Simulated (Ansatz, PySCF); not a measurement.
HO₃S, SMILES [O-][S+]([O-])O, charge -1.

Geometry optimised at PBE0-D3(BJ)/def2-SVPD. Other conformers were not sampled.

Estimates of the vertical detachment energy (IE) of the anion in eV. Rows of orbital energies are one-electron estimates, which approximate functionals can put far too low.

| level | IE |
|---|---|
| −ε(HOMO), −ε(LUMO), M06-2X/def2-TZVPD (PySCF) | 2.98 |
| −ε(HOMO), −ε(LUMO), PBE/def2-TZVPD (PySCF) | 0.32 |
| ΔSCF, CAM-B3LYP/def2-SVPD (Ansatz), final states of multiplicity 2 | 4.16 |
| ΔSCF, PBE/def2-SVPD (Ansatz), final states of multiplicity 2 | 3.70 |

**Question.** What vertical singlet–triplet gap does ΔSCF give with CAM-B3LYP/def2-SVPD (Ansatz, a first-principles code) and with PBE/def2-SVPD (Ansatz)? (An estimate is asked for; the answer gives what the named calculation found.)

**Answer.** 4.74 and 4.29 eV (triplet above singlet where positive).
